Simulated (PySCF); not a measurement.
Molfile (atoms numbered from 1):
```
C6H10OSi
     RDKit          3D

 18 17  0  0  0  0  0  0  0  0999 V2000
   -4.3603   -0.1391   -0.5711 C   0  0  0  0  0  0  0  0  0  0  0  0
   -3.1739    0.4373   -0.3851 C   0  0  0  0  0  0  0  0  0  0  0  0
   -1.9446   -0.2916   -0.2321 C   0  0  0  0  0  0  0  0  0  0  0  0
   -0.7486    0.2939   -0.0449 C   0  0  0  0  0  0  0  0  0  0  0  0
    0.4811   -0.4247    0.1077 C   0  0  0  0  0  0  0  0  0  0  0  0
    1.6619    0.1770    0.2940 C   0  0  0  0  0  0  0  0  0  0  0  0
    2.8007   -0.5189    0.4340 O   0  0  0  0  0  0  0  0  0  0  0  0
    4.3494   -0.0760    0.6698 Si  0  0  0  0  0  4  0  0  0  0  0  0
   -4.4642   -1.2107   -0.6184 H   0  0  0  0  0  0  0  0  0  0  0  0
   -5.2639    0.4349   -0.6809 H   0  0  0  0  0  0  0  0  0  0  0  0
   -3.0972    1.5166   -0.3406 H   0  0  0  0  0  0  0  0  0  0  0  0
   -2.0118   -1.3709   -0.2752 H   0  0  0  0  0  0  0  0  0  0  0  0
   -0.6841    1.3741   -0.0020 H   0  0  0  0  0  0  0  0  0  0  0  0
    0.4455   -1.5044    0.0696 H   0  0  0  0  0  0  0  0  0  0  0  0
    1.7453    1.2576    0.3390 H   0  0  0  0  0  0  0  0  0  0  0  0
    4.4794    0.6828    1.9159 H   0  0  0  0  0  0  0  0  0  0  0  0
    4.8154    0.7604   -0.4388 H   0  0  0  0  0  0  0  0  0  0  0  0
    4.9611   -1.3921    0.7141 H   0  0  0  0  0  0  0  0  0  0  0  0
  1  2  2  0
  2  3  1  0
  3  4  2  0
  4  5  1  0
  5  6  2  0
  6  7  1  0
  7  8  1  0
  1  9  1  0
  1 10  1  0
  2 11  1  0
  3 12  1  0
  4 13  1  0
  5 14  1  0
  6 15  1  0
  8 16  1  0
  8 17  1  0
  8 18  1  0
M  END
```

PySCF 2.14 calculation with structure optimised with GFN2-xTB and shieldings: GIAO PBE0/pcSseg-1; non-relativistic, a single conformation, rapidly exchanging positions averaged, gas phase.

Question: Predict the 2D correlation tables (HSQC, COSY, HMBC).

Answer: 

HSQC (one-bond C–H):
| δH | δC |
| --- | --- |
| 6.71 (H15) | 152.5 (C6) |
| 6.58 (H11) | 145.8 (C2) |
| 6.35 (H12) | 138.0 (C3) |
| 6.23 (H13) | 136.9 (C4) |
| 6.18 (H14) | 123.8 (C5) |
| 5.41 (H9) | 121.7 (C1) |
| 5.29 (H10) | 121.7 (C1) |

COSY cross peaks (H two or three bonds apart, from the bond graph; peaks can be absent where the dihedral angle is near 90°):
| δH | δH |
| --- | --- |
| 6.71 (H15) | 6.18 (H14) |
| 6.58 (H11) | 6.35 (H12) |
| 6.58 (H11) | 5.41 (H9) |
| 6.58 (H11) | 5.29 (H10) |
| 6.35 (H12) | 6.23 (H13) |
| 6.23 (H13) | 6.18 (H14) |
| 5.41 (H9) | 5.29 (H10) |

HMBC (two and three bonds, from the bond graph):
| δH | δC |
| --- | --- |
| 6.71 (H15) | 136.9 (C4), 123.8 (C5) |
| 6.58 (H11) | 138.0 (C3), 136.9 (C4), 121.7 (C1) |
| 6.35 (H12) | 145.8 (C2), 136.9 (C4), 123.8 (C5), 121.7 (C1) |
| 6.23 (H13) | 152.5 (C6), 145.8 (C2), 138.0 (C3), 123.8 (C5) |
| 6.18 (H14) | 152.5 (C6), 138.0 (C3), 136.9 (C4) |
| 5.41 (H9) | 145.8 (C2), 138.0 (C3) |
| 5.29 (H10) | 145.8 (C2), 138.0 (C3) |
| 4.99 (H16/H17/H18) | 152.5 (C6) |

Shifts are taken against calculated references (same method and geometry level): TMS for 1H, 13C.

Short H···H contacts in this conformer between protons four or more bonds apart (candidates for NOE cross peaks, intensity ∝ r⁻⁶): H11···H13 2.44 Å, H13···H15 2.46 Å, H9···H12 2.48 Å, H12···H14 2.49 Å.

Shifts are as computed. Against solution values, carbons near 30 ppm lie about +3 ppm off and those near 130 ppm about +5 ppm. Of 1211 compounds with measured shifts, 218 miss one by over three times the rms of a fit or turn the order of signals round; such compounds aren't used in these exercises.
